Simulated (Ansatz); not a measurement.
Input for Ansatz (a program for electronic structure): R-B97M-V/def2-TZVPPD on H9NSi2 (a complex). Files ending in .json are basis or fitting sets from the Basis Set Exchange.

Ansatz 0.2 input:
```yaml
crystal:
  periodic: [false, false, false]
  atoms:
    - {symbol: N, position_ang: [-0.41246894, 0.18904168, 0.96084620]}
    - {symbol: H, position_ang: [-0.35981099, -0.69423092, 0.46676276]}
    - {symbol: H, position_ang: [-1.36152978, 0.53396089, 0.87454400]}
    - {symbol: H, position_ang: [0.19811306, 0.84359086, 0.48555377]}
    - {symbol: Si, position_ang: [0.21859989, -1.18909418, 3.71627744]}
    - {symbol: Si, position_ang: [0.33563435, 1.14520837, 3.87238167]}
    - {symbol: H, position_ang: [0.50689955, -1.81931377, 5.03367030]}
    - {symbol: H, position_ang: [1.21402004, -1.71628638, 2.75256694]}
    - {symbol: H, position_ang: [-1.13482755, -1.63374841, 3.30573274]}
    - {symbol: H, position_ang: [0.66950633, 1.56923855, 5.25950352]}
    - {symbol: H, position_ang: [-0.96166930, 1.77323194, 3.52394506]}
    - {symbol: H, position_ang: [1.38836196, 1.69215493, 2.98283101]}
basis:
  gaussian:
    orbitals: def2-TZVPPD.json
hamiltonian:
  xc: {name: B97M-V}
scf: {lower_state_search: off}
```

Output:

```
WARN ansatz: RAYON_NUM_THREADS=1 ignored (pool sized by the plan → 1); use --threads N
Functional definition: B97M-V
these checks for a lower state are left out or cut short: stability, starts, cluster_reference, orbital_swaps, neighbouring_geometries, increment
integrals: 0.26 GiB planned
1320 factors; their error is unknown
mean field: 1.73 GiB planned
mean field evaluation 1: about -17381.8375 eV, gradient 5.8e1 eV
mean field evaluation 2: about -17367.9592 eV, gradient 9.1e1 eV
mean field evaluation 4: about -17388.6840 eV, gradient 3.5e0 eV
mean field evaluation 8: about -17388.7274 eV, gradient 3.5e-2 eV
mean field evaluation 16: about -17388.6915 eV, gradient 1.7e-4 eV
mean field -17388.69153498 eV, -639.0226274320 hartree, gradient 2.1e-6 eV, S^2 0.000000; 0 other end points of the search recorded, 0 dependent functions left out
reference -17388.69161727 eV, -639.0226304563 hartree; 22, 22 occupied and 264, 264 virtual orbitals, 1320 factors
Total energy: -17388.69161727 eV, -639.0226304563 hartree
Checks for a lower state left out: stability, starts, cluster_reference, orbital_swaps, neighbouring_geometries, increment
```

The run converged.

Cost: very roughly 17 core-seconds.
